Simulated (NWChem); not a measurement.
Species: BiHTeCl$_{2}$; SMILES [Cl][Bi]([Cl])[TeH]

```xyz
5

Bi    -0.1350     0.7646     0.4139
Cl    -1.8831     1.1819    -1.2821
Cl     1.9116     1.1870    -0.9196
Te    -0.4023    -2.0588     0.1413
H      0.8260    -2.2810     1.2474
```
Atoms are numbered in this order, from 1.

Level: PBE0/def2-SVP with def2 effective core potentials on Te, Bi (NWChem), optimised geometry, unscaled harmonic frequencies. def2 effective core potentials on Te, Bi; no spin-orbit coupling.

### Question
List the harmonic frequencies with IR intensities, and the thermochemistry.

### Answer
```json
[
 {"frequency (cm⁻¹)": "63", "IR intensity (km/mol)": "0.4"},
 {"frequency (cm⁻¹)": "72", "IR intensity (km/mol)": "1.9"},
 {"frequency (cm⁻¹)": "89", "IR intensity (km/mol)": "2.9"},
 {"frequency (cm⁻¹)": "144", "IR intensity (km/mol)": "0.7"},
 {"frequency (cm⁻¹)": "167", "IR intensity (km/mol)": "11.6"},
 {"frequency (cm⁻¹)": "329", "IR intensity (km/mol)": "56.0"},
 {"frequency (cm⁻¹)": "340", "IR intensity (km/mol)": "35.1"},
 {"frequency (cm⁻¹)": "508", "IR intensity (km/mol)": "3.5"},
 {"frequency (cm⁻¹)": "2143", "IR intensity (km/mol)": "38.3"}
]
```

```yaml
zero_point_energy: 5.5 kcal/mol
thermal correction to the enthalpy at 298.15 K (with zero-point energy): 10.8 kcal/mol
heat capacity Cv: 20.1 cal/(mol K)
entropy at 298.15 K and 1 atm (symmetry number 1): 95.5 cal/(mol K)
```

Rigid rotor and harmonic oscillator; modes under 100 cm⁻¹ make the entropy uncertain.
